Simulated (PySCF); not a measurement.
Input of a run (PBE0-D3(BJ)/def2-SVP geometry optimisation, gas phase (PySCF 2.14.0)), started from GFN2-xTB:
```
{"job": {"xc": "PBE0", "basis": "def2-SVP", "d3": "d3bj", "grid": 1, "shake": 0.01, "kind": "geom"}, "charge": 0, "multiplicity": 1}
C     -1.343050     0.007560    -0.278580
O     -0.122360     0.647040    -0.143300
Si     1.297260     0.089540     0.312830
F      1.814410    -1.098060    -0.663220
H     -2.049540     0.750540    -0.738030
H     -1.755610    -0.272930     0.687360
H     -1.282760    -0.844270    -0.931090
H      2.171720     1.246320     0.073610
H      1.327740    -0.542900     1.646690
```

Output (energies in Eh, forces in Eh/bohr):
```
step   0  E = -505.14615188  max force = 0.033925
step   1  E = -505.15051799  max force = 0.009398
step   2  E = -505.15100697  max force = 0.002263
step   3  E = -505.15107718  max force = 0.000773
step   4  E = -505.15111246  max force = 0.001009
step   5  E = -505.15114616  max force = 0.001032
step   6  E = -505.15119057  max force = 0.000969
step   7  E = -505.15122519  max force = 0.001248
step   8  E = -505.15125875  max force = 0.001080
step   9  E = -505.15128704  max force = 0.001208
step  10  E = -505.15131062  max force = 0.000836
step  11  E = -505.15132353  max force = 0.000347
optimisation converged
```

Q: Summarise the run.

A: The energy falls by 0.141 eV over 12 energy and gradient evaluations, the largest force component goes from 0.0339 to 3.5e-04 Eh/bohr, and the atoms move by 0.191 Å rms after alignment. The bond that changes most is O2–Si3 (silyl ether oxygen to fluorine-bound silicon), which lengthens by 0.051 Å. Bonds longer at the end by more than 0.005 Å: 6 of 8; shorter: 1. Among the angles that change most is O2–Si3–H8, from 102.0° to 107.0°. Among the dihedrals that turn most is H6–C1–O2–Si3, from 70° to 43°. The energy never rose by more than 1e-6 Eh on the way. The first step brought 84 % of the lowering.

Q: What are the final bond lengths?

A: C1–O2 1.403 Å, O2–Si3 1.643 Å, Si3–F4 1.622 Å, C1–H5 1.100 Å, C1–H6 1.106 Å, C1–H7 1.103 Å, Si3–H8 1.480 Å, Si3–H9 1.489 Å. Numbering counts from 1 in the input's order; the species is `CO[SiH2]F`.

The run used 85 basis functions and 72 SCF cycles in all. On Arm Neoverse V1, one thread, no GPU, shared host with 32 logical CPUs at a one-minute load of 20, this took 23 s and 0.35 GiB of memory at its peak.

Stationary, but not proved a minimum. The numbers are those of one conformer.
